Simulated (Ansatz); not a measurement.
Reaction (ligand exchange at the Si–O bond): `O[Si](Cl)(Cl)Cl` + `OB(O)O` → `OB(O)O[Si](Cl)(Cl)Cl` + H₂O

Calculated with Ansatz (gas phase, PBE0-D4/def2-TZVP geometries, no zero-point term in ΔE). CCSD(T)/CBS is the MP2 limit (def2-TZVPP, def2-QZVPP) plus CCSD(T) − MP2 in def2-TZVPP, frozen cores. This one scheme is used for every species. DFT in def2-TZVPP. B3LYP here is the variant with VWN-RPA as its local correlation; programs differ in this. Each species was taken in one conformer, which may not be the lowest.

`O[Si](Cl)(Cl)Cl`:

Z-matrix (Å, degrees):
```
Si
Cl 1 2.031
Cl 1 2.031 2 107.8
O 1 1.617 2 111.3 3 122.3
Cl 1 2.017 2 109.9 3 -119.8
H 4 0.960 1 118.4 2 -60.4
```

`OB(O)O`:

Cartesian coordinates in Å:
```
O 0.788 -0.262 -1.085
B 0.000 0.000 0.000
O -1.202 0.628 -0.165
O 0.414 -0.366 1.249
H 0.390 0.041 -1.903
H -1.661 0.756 0.668
H 1.271 -0.797 1.235
```

`OB(O)O[Si](Cl)(Cl)Cl`:

Z-matrix (Å, degrees):
```
Si
Cl 1 2.024
O 1 1.614 2 106.9
Cl 1 2.024 2 109.2 3 120.2
Cl 1 2.024 2 109.2 3 -120.2
B 3 1.378 1 135.2 2 -180.0
O 6 1.360 3 120.0 1 179.9
O 6 1.356 3 119.1 1 -0.1
H 7 0.960 6 112.9 3 -0.0
H 8 0.960 6 112.9 3 180.0
```

H₂O:

Cartesian coordinates in Å:
```
O -0.047 0.323 -0.212
H -0.157 0.225 0.736
H 0.204 -0.549 -0.525
```

```json
{"level": "PBE-D4", "ΔE (kJ/mol)": "2.7", "difference from CCSD(T)/CBS": "5.7"}
{"level": "B3LYP-D4", "ΔE (kJ/mol)": "-2.7", "difference from CCSD(T)/CBS": "0.3"}
{"level": "B2PLYP", "ΔE (kJ/mol)": "4.3", "difference from CCSD(T)/CBS": "7.3"}
{"level": "PBE", "ΔE (kJ/mol)": "9.5", "difference from CCSD(T)/CBS": "12.5"}
{"level": "PBE0", "ΔE (kJ/mol)": "7.5", "difference from CCSD(T)/CBS": "10.5"}
{"level": "HF/def2-TZVPP", "ΔE (kJ/mol)": "3.5", "difference from CCSD(T)/CBS": "6.5"}
{"level": "MP2/def2-TZVPP", "ΔE (kJ/mol)": "-1.2", "difference from CCSD(T)/CBS": "1.8"}
{"level": "HF/def2-QZVPP", "ΔE (kJ/mol)": "2.5", "difference from CCSD(T)/CBS": "5.5"}
{"level": "SCS-MP2/def2-QZVPP", "ΔE (kJ/mol)": "-1.3", "difference from CCSD(T)/CBS": "1.7"}
{"level": "HF/CBS(def2)", "ΔE (kJ/mol)": "2.4", "difference from CCSD(T)/CBS": "5.4"}
{"level": "CCSD(T)/CBS", "ΔE (kJ/mol)": "-3.0", "difference from CCSD(T)/CBS": "0"}
```

Largest T1 diagnostic among the species: 0.012.

In def2-TZVPP, CCSD(T) changes the Hartree–Fock value by −4.8 kJ/mol (the triples alone add −0.8 kJ/mol) and MP2 by −4.7 kJ/mol. The D4 term adds −10.5 kJ/mol with B3LYP and −6.5 kJ/mol with PBE0; it sums over pairs of atoms, weighted by their polarisabilities, and B3LYP, whose exchange is more repulsive, gets the larger term.
